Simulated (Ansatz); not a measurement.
Born–Oppenheimer molecular dynamics of BF2I (4 atoms, charge 0, multiplicity 1). It starts from a relaxed structure.

The calculation used RKS B3LYP-D4/def2-SVP (Ansatz 0.2.0).

- ensemble: NVT, Langevin thermostat
- time step: 1 fs
- steps asked: 300
- set temperature: 200 K
- friction: 0.001 /fs
- seed: 125657

Frames 1 fs apart, positions in Å.

Velocities at 80 fs (Å/ps):

```
F 0.38 3.28 -0.45
B 0.85 -0.67 2.96
F 0.22 2.40 3.41
I 0.51 -0.03 -0.72
```

```xyz
4
Properties=species:S:1:pos:R:3 time_fs=80 energy_less_start_eV=0.053 T=75
F 0.210 -1.325 0.255
B -0.134 -0.067 0.157
F -1.177 0.309 0.874
I 1.150 1.269 -0.994
4
Properties=species:S:1:pos:R:3 time_fs=81 energy_less_start_eV=0.053 T=75
F 0.210 -1.322 0.254
B -0.133 -0.067 0.160
F -1.177 0.311 0.878
I 1.151 1.269 -0.995
4
Properties=species:S:1:pos:R:3 time_fs=82 energy_less_start_eV=0.054 T=69
F 0.211 -1.319 0.254
B -0.132 -0.067 0.163
F -1.176 0.314 0.881
I 1.151 1.269 -0.995
4
Properties=species:S:1:pos:R:3 time_fs=83 energy_less_start_eV=0.055 T=66
F 0.212 -1.317 0.253
B -0.131 -0.067 0.167
F -1.176 0.316 0.883
I 1.152 1.269 -0.996
4
Properties=species:S:1:pos:R:3 time_fs=84 energy_less_start_eV=0.055 T=67
F 0.212 -1.315 0.252
B -0.129 -0.066 0.172
F -1.175 0.319 0.886
I 1.152 1.269 -0.996
4
Properties=species:S:1:pos:R:3 time_fs=85 energy_less_start_eV=0.053 T=69
F 0.213 -1.313 0.252
B -0.128 -0.065 0.176
F -1.174 0.322 0.888
I 1.153 1.269 -0.997
4
Properties=species:S:1:pos:R:3 time_fs=86 energy_less_start_eV=0.051 T=79
F 0.214 -1.312 0.251
B -0.126 -0.062 0.181
F -1.173 0.326 0.889
I 1.153 1.268 -0.998
4
Properties=species:S:1:pos:R:3 time_fs=87 energy_less_start_eV=0.048 T=84
F 0.215 -1.311 0.250
B -0.124 -0.059 0.185
F -1.171 0.329 0.891
I 1.153 1.268 -0.998
4
Properties=species:S:1:pos:R:3 time_fs=88 energy_less_start_eV=0.045 T=91
F 0.216 -1.311 0.249
B -0.123 -0.056 0.190
F -1.169 0.333 0.893
I 1.153 1.268 -0.999
4
Properties=species:S:1:pos:R:3 time_fs=89 energy_less_start_eV=0.042 T=96
F 0.217 -1.311 0.248
B -0.121 -0.052 0.195
F -1.168 0.336 0.894
I 1.153 1.267 -0.999
4
Properties=species:S:1:pos:R:3 time_fs=90 energy_less_start_eV=0.039 T=101
F 0.218 -1.311 0.247
B -0.119 -0.048 0.200
F -1.166 0.340 0.896
I 1.153 1.267 -1.000
4
Properties=species:S:1:pos:R:3 time_fs=91 energy_less_start_eV=0.038 T=109
F 0.219 -1.311 0.246
B -0.117 -0.043 0.205
F -1.164 0.344 0.897
I 1.153 1.266 -1.000
```

Of the whole run (300 fs, mean temperature of the second half 118 K): The mean temperature of the second half is 41 % below the set value. A run of 0.3 ps of so small a system gives no equilibrium averages.

Time of the run: 7.6 min on 1 thread of Intel(R) Xeon(R) CPU @ 2.60GHz (Ice Lake), on a shared host, peak memory 0.14 GiB.
